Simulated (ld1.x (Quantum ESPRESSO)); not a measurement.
**Cu (Z = 29): excitation energies, all-electron against TM**

| Quantity | Value |
| --- | --- |
| Element | copper |
| Generator | ld1.x (Quantum ESPRESSO) 7.5 |
| Type | norm-conserving Troullier–Martins (Kleinman–Bylander form) |
| Functional | LDA (PZ) |
| Relativity | fully relativistic |
| Frozen core | [Ne] 3s2 |
| Valence charge | 17 |
| Reference configuration | 3p6 3d10 4s1 4p0 |
| Partial waves | 4s (bound): rc 2.25 bohr; 3d (bound): rc 1.45 bohr; 3p (bound): rc 0.90 bohr |
| Local potential | the p channel |
| Core correction | none |

Open shells are filled in proportion to 2j + 1 (rel_dist='average').

Energies are relative to the spin-unpolarised reference configuration 3p6 3d10 4s1 4p0; without spin polarisation the order of configurations can differ from experiment. The p channel is local and has no spin–orbit splitting in the pseudo-atom.

```tsv
valence configuration	charge	ΔE all-electron (eV)	error AE − PS (meV)
3p6 3d10 4s0 4p0	+1	8.435	-5.8
3p6 3d9 4s0 4p0	+2	30.123	-0.9
3p6 3d8 4s0 4p0	+3	69.486	+19
3p6 3d9 4s2 4p0	0	2.004	-24
3p6 3d9 4s1 4p0	+1	11.903	-5.6
3p6 3d7 4s0 4p0	+4	129.516	+170
```

**Question.** What are ΔE and the potential's error for 3p6 3d9 4s1 4p1?

**Answer.** ΔE = 6.935 eV all-electron; the error (AE − PS) is +9.4 meV.

Levels in the configuration 3p6 3d7 4s0 4p0:

```tsv
level	all-electron (eV)	pseudo (eV)
3p j=1/2	-142.341	-140.732
3p j=3/2	-139.600	-140.732
3d j=3/2	-71.458	-71.168
3d j=5/2	-71.097	-70.811
```

These tests converged, but a pseudo level misses the all-electron one widely, so the file describes the atom poorly there or has found another state: 3p6 3d7 4s0 4p0: empty 4s by 9.0 eV (a node warning on the way).

Note: ghost states, extra bound levels that the all-electron valence spectrum of the same l lacks: s at -107.6 eV, p1/2 at -72.0 eV. A true bound ghost makes a file unfit for plane-wave use. The potential misses its own reference levels by up to 1.7 eV, so it is not fit for use.
